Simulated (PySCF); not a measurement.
Point-charge models of `COC(=O)[C@H](C)O[SiH3]` against its computed dipole.

Coordinates (GFN2-xTB, Å) and charges (e) from the PBE0/pcSseg-1 density (PySCF):

| atom | x | y | z | Mulliken | IAO | Hirshfeld | ESP-fitted |
| --- | --- | --- | --- | --- | --- | --- | --- |
| C1 | 2.798 | -0.414 | -0.749 | -0.0326 | -0.2161 | -0.0308 | -0.1578 |
| O2 | 1.747 | -0.502 | 0.211 | -0.4618 | -0.3298 | -0.0889 | -0.3812 |
| C3 | 0.617 | 0.122 | -0.102 | +0.4604 | +0.5040 | +0.2187 | +0.7111 |
| O4 | 0.446 | 0.748 | -1.115 | -0.4312 | -0.4462 | -0.2063 | -0.5010 |
| C5 | -0.454 | -0.073 | 0.956 | +0.0894 | +0.0576 | +0.0441 | +0.2868 |
| C6 | -0.982 | -1.509 | 0.835 | -0.2425 | -0.4297 | -0.1231 | -0.3654 |
| O7 | -1.475 | 0.842 | 0.815 | -0.6265 | -0.6317 | -0.2179 | -0.4730 |
| Si8 | -1.973 | 1.677 | -0.497 | +0.7256 | +0.8590 | +0.3367 | +0.5215 |
| H9 | 3.635 | -0.967 | -0.330 | +0.1325 | +0.1671 | +0.0592 | +0.1408 |
| H10 | 2.481 | -0.853 | -1.697 | +0.1233 | +0.1553 | +0.0514 | +0.1199 |
| H11 | 3.070 | 0.629 | -0.916 | +0.1260 | +0.1570 | +0.0520 | +0.1168 |
| H12 | 0.004 | 0.067 | 1.946 | +0.1393 | +0.1580 | +0.0474 | +0.0132 |
| H13 | -1.391 | -1.660 | -0.161 | +0.1184 | +0.1477 | +0.0428 | +0.1073 |
| H14 | -0.182 | -2.222 | 1.014 | +0.1254 | +0.1513 | +0.0427 | +0.0832 |
| H15 | -1.775 | -1.659 | 1.563 | +0.1373 | +0.1584 | +0.0507 | +0.1277 |
| H16 | -1.124 | 2.819 | -0.822 | -0.1190 | -0.1502 | -0.0909 | -0.1076 |
| H17 | -3.229 | 2.130 | 0.097 | -0.1360 | -0.1566 | -0.0984 | -0.1360 |
| H18 | -2.223 | 0.833 | -1.665 | -0.1280 | -0.1552 | -0.0897 | -0.1062 |

Problem. Compute μ = Σ q r for each scheme (1 e·Å = 4.803 D) and compare with the dipole of the full density.

Solution. The full density gives (2.78, -2.13, 0.20) D, 3.51 D in size; dipole vectors point from the negative to the positive end.

```tsv
scheme	μx	μy	μz	size (D)	share of the full size (%)	angle to the full dipole (°)
Mulliken	2.33	-2.65	-0.50	3.56	102	16
IAO	2.62	-1.82	-0.57	3.24	92	14
Hirshfeld	2.52	-1.74	0.36	3.08	88	4
ESP-fitted	2.78	-2.14	0.17	3.51	100	1
```

Problem. Which set comes closest?

Solution. Length of the difference vector: ESP-fitted 0.03 D, Hirshfeld 0.50 D, IAO 0.85 D, Mulliken 0.99 D. Closest: ESP-fitted. 

Problem. What is left for the Hirshfeld atoms' own dipoles?

Solution. The shares of the density sum to the whole, so what Σ q r misses lies in dipoles about the nuclei. The atomic dipoles sum to (2.78, -2.13, 0.20) − (2.52, -1.74, 0.36) = (0.26, -0.39, -0.16) D, 0.50 D in size.

Problem. With the origin at the mean of the coordinates, (0.000, 0.000, -0.034) Å, which are the largest single terms, by size, of the Hirshfeld dipole along the direction of the full one?

Solution. Si8 -4.22, H17 +1.82, O7 +1.71, H16 +1.16, H18 +1.02 D; all 18 atoms together +3.07 D. The single terms depend on the origin, their sum doesn't.

Problem. Give the size of the full dipole in other units.

Solution. 3.51 D = 1.381 au = 0.731 e·Å = 11.71 × 10⁻³⁰ C·m.

One conformer (not necessarily the lowest) at the GFN2-xTB geometry, without solvent, vibrations or thermal averaging.

Conformer computed: `[CH3:1][O:2][C:3](=[O:4])[C@H:5]([CH3:6])[O:7][SiH3:8]`: C1–O2–C3–O4 -1°, O2–C3–C5–C6 -74°, C3–C5–O7–Si8 24°.
